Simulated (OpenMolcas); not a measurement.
# Ionisation energies of lithium

```yaml
Program: OpenMolcas 26.06
Basis: ANO-R2 [4s2p]
Scalar_Hamiltonian: X2C, finite nucleus
Spin-orbit_coupling: RASSI with atomic mean-field integrals over the reference wave functions, term energies averaged over their components
```

Active shells in each charge state: the valence s, p shells, with orbitals averaged over the low states. Where CASPT2's correlated closed shells are named, they are those of the first ion.

A. CASSCF
B. SS-CASPT2, IPEA 0.25 Eh, imaginary shift 0.1 Eh (closed shells correlated: 1s)
C. SS-CASPT2, IPEA 0 Eh, imaginary shift 0.1 Eh (closed shells correlated: 1s)
D. SS-CASPT2, IPEA 0.25 Eh, imaginary shift 0.1 Eh (closed shells correlated: none)

Energies in eV between the lowest computed levels, named as in B; reference values from the NIST Atomic Spectra Database with their kind.

```
        From           To      A      B      C      D  Spin-orbit share in B         Reference
Li 2s 2S 1/2  Li+ 1s2 1S0  5.341  5.358  5.359  5.341                 +0.000  5.392 (measured)
```

Error against the reference values, in %:

```json
{"From": "Li", "Reference": "measured", "A": "-0.9", "B": "-0.6", "C": "-0.6", "D": "-0.9"}
```

Absolute error against the one measured value: A 0.05 eV, B 0.03 eV, C 0.03 eV, D 0.05 eV.
